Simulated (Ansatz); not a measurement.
Geometry optimisation, RKS PBE-D4/def2-SVP in Ansatz.

Input file:

```yaml
crystal:
  periodic: [false, false, false]
  atoms:
    - { symbol: Ti, position_ang: [0.0, 0.0, 0.0] }
    - { symbol: O, position_ang: [0.0, 0.0, 2.27] }
    - { symbol: H, position_ang: [-0.9095, -0.2814, 2.6071] }
    - { symbol: Cl, position_ang: [2.2349, 0.0, -0.7892] }
    - { symbol: Cl, position_ang: [-1.1163, 1.9339, -0.7892] }
    - { symbol: Cl, position_ang: [-1.1163, -1.9339, -0.7892] }
    - { symbol: Cl, position_ang: [1.3935, -2.1162, 0.8419] }
    - { symbol: H, position_ang: [0.7257, -1.102, 2.0419] }
basis:
  gaussian: { orbitals: def2-SVP }
hamiltonian:
  xc: pbe
  dispersion: d4
relax:
  f_tol: 0.15
  max_steps: 25
  restrain:
    - { distance: [0, 6], at: 3.57, k: 30.0 }
    - { distance: [7, 1], at: 2.21, k: 30.0 }
    - { distance: [0, 1], at: 1.92, k: 30.0 }
    - { distance: [7, 6], at: 1.37, k: 30.0 }
```

Command:

```bash
$ ansatz run input.yaml --threads 4 --pin off --max-ram 5120MiB --backend cpu --events-out ev --progress --plain --runs-dir out
```

Question: Where does it end, and by what steps?

Answer: It converged. The restraints hold the end off the free minimum; the threshold counts their pulls, which the force column leaves out. Restrained pairs: Ti1–Cl7 (2.67 → 3.57 Å), O2–H8 (1.34 → 2.20 Å), Ti1–O2 (2.27 → 1.87 Å), Cl7–H8 (1.71 → 1.34 Å). After 9 steps the energy has fallen by 2.300 eV (the restraints' own energy left out); Cl7 moved furthest, 0.81 Å.

| step | energy less start (eV) | largest force component (eV/Å) | accepted |
| --- | --- | --- | --- |
| 0 | 0.0000 | 2.087 | yes |
| 1 | -0.0739 | 2.351 | yes |
| 2 | -0.5106 | 3.243 | yes |
| 3 | -1.4260 | 2.827 | yes |
| 4 | -2.1851 | 1.398 | yes |
| 5 | -2.2015 | 1.507 | yes |
| 6 | -2.2764 | 2.025 | yes |
| 7 | -2.2779 | 2.059 | yes |
| 8 | -2.2947 | 1.900 | yes |
| 9 | -2.2997 | 1.567 | yes |

```xyz
8
Properties=species:S:1:pos:R:3
Ti -0.096 0.092 -0.037
O -0.118 0.031 1.831
H -0.931 0.210 2.342
Cl 1.927 0.325 -0.811
Cl -1.251 1.861 -0.581
Cl -1.159 -1.613 -0.888
Cl 1.697 -2.659 1.366
H 1.143 -1.745 2.172
```

Time of the run: 24 s on 4 threads of Arm Neoverse V1 (shared host), peak memory 0.22 GiB.
